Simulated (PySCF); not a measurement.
Isomers of C5H10SSi, from PBE0-D3(BJ)/def2-SVP geometry optimisation, gas phase in PySCF. One conformer each, no zero-point energy, no frequencies.

**Question.** Which isomer lies lowest at this level?
A. `[CH3:1][C@@H:2]1[CH:3]=[C:4]([S:5][SiH3:6])[CH2:7]1` with C3–C4–S5–Si6 -3°: A = 4138, B = 922.2, C = 800.0 MHz, dipole 1.12 D
B. `[CH3:1]/[CH:2]=[CH:3]/[CH:4]=[CH:5]\[S:6][SiH3:7]` with C2–C3–C4–C5 180°, C4–C5–S6–Si7 180°: A = 7269, B = 578.3, C = 540.9 MHz, dipole 0.84 D
C. `[CH3:1][SiH2:2][S:3][C@:4]12[CH2:5][C@H:6]1[CH2:7]2` with C1–Si2–S3–C4 -61°, Si2–S3–C4–C5 -95°: A = 3140, B = 1176, C = 1045 MHz, dipole 1.25 D
D. `[CH3:1][C:2](=[S:3])[CH:4]1[CH2:5][SiH2:6][CH2:7]1` with C1–C2–C4–C5 -169°, C2–C4–C5–Si6 -145°, C4–C5–Si6–C7 18°, C5–Si6–C7–C4 -18°, C2–C4–C7–Si6 149°: A = 3421, B = 1092, C = 917.7 MHz, dipole 2.39 D
E. `[SiH3:1][S:2][C@:3]12[CH2:4][C@H:5]([CH2:6]1)[CH2:7]2` with Si1–S2–C3–C4 -179°: A = 3744, B = 1210, C = 1085 MHz, dipole 1.66 D

**Answer.** B. That is `[SiH3]S/C=C\C=C\C`, 4.0 kcal/mol below the next.

| SMILES | mapped SMILES | E (Eh) | relative (kcal/mol) | relative (kJ/mol) | dipole (D) |
| --- | --- | --- | --- | --- | --- |
| C/C=C/C=C\S[SiH3] | [CH3:1]/[CH:2]=[CH:3]/[CH:4]=[CH:5]\[S:6][SiH3:7] | -883.36826 | 0.0 | 0.0 | 0.84 |
| CC(=S)C1C[SiH2]C1 | [CH3:1][C:2](=[S:3])[CH:4]1[CH2:5][SiH2:6][CH2:7]1 | -883.36185 | 4.0 | 16.8 | 2.39 |
| C[C@@H]1C=C(S[SiH3])C1 | [CH3:1][C@@H:2]1[CH:3]=[C:4]([S:5][SiH3:6])[CH2:7]1 | -883.36171 | 4.1 | 17.2 | 1.12 |
| C[SiH2]S[C@]12C[C@H]1C2 | [CH3:1][SiH2:2][S:3][C@:4]12[CH2:5][C@H:6]1[CH2:7]2 | -883.35188 | 10.3 | 43.0 | 1.25 |
| [SiH3]SC12CC(C1)C2 | [SiH3:1][S:2][C@:3]12[CH2:4][C@H:5]([CH2:6]1)[CH2:7]2 | -883.33940 | 18.1 | 75.8 | 1.66 |

As drawn, the lowest has a C=C bond outside aromatic rings, which the highest lacks; the highest has a four-membered ring, which the lowest lacks.
